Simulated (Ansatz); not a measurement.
Born–Oppenheimer molecular dynamics of ClGeH$_{5}$S (8 atoms, charge 0, multiplicity 1). It starts at the highest image of a converged band. Of that band: Beside the main top the profile has a ripple of under 15 meV (maxima at images 1, 3), which may be a very shallow well or noise. Neighbouring images differ by up to 1.9 eV, so the band resolves the path poorly. A vibrational analysis at the climbing image gives one clearly imaginary mode, 1083i cm⁻¹: a first-order saddle point.

All numbers below come from RKS PBE/def2-SVP (Ansatz 0.2.0).

```
ensemble                      : NVE (velocity Verlet)
time step                     : 0.5 fs
steps asked                   : 200
starting velocities drawn for : 100 K
seed                          : 9955
```

First frame:

```xyz
8
Properties=species:S:1:pos:R:3
Ge 0.061 0.249 -0.021
H 0.988 -0.491 1.312
H 1.152 -0.255 -1.005
Cl -0.762 1.881 -1.333
H -1.202 -0.568 0.335
S 0.384 1.963 1.942
H 1.559 2.386 1.395
H 0.899 0.487 1.900
```

(1) How far do the bonds stretch over the last three quarters of this one trajectory? (Pairs bonded in most of those frames.)

Results:

(1) 
```
   bond  mean (Å)  spread (Å)  shortest  longest
 Ge1–H3     1.549       0.011      1.53     1.57
Ge1–Cl4     2.187       0.032      2.14     2.22
 Ge1–H5     1.547       0.009      1.53     1.56
 Ge1–S6     2.279       0.196      2.00     2.61
  H2–H8     0.774       0.042      0.71     0.83
  S6–H7     1.365       0.021      1.33     1.40
```

Mean temperature of the second half: 2133 K. The conserved energy stayed within 0.21 meV per atom of its start (net change 0.13 meV per atom), so the integration is sound. The kinetic energy rose, since the run started high on the potential surface and went downhill. It ends in pieces (ClGeH3S + H2), so much of that is their flight and rotation, not heat. A run of 0.1 ps of so small a system gives no equilibrium averages. The orbitals stay closed-shell, which can raise the energy where a bond breaks towards radicals; this wasn't checked here.

Run time: 91 s on 2 threads of AMD EPYC 9R45 96-Core Processor (Zen 5), on a shared host, peak memory 0.15 GiB.
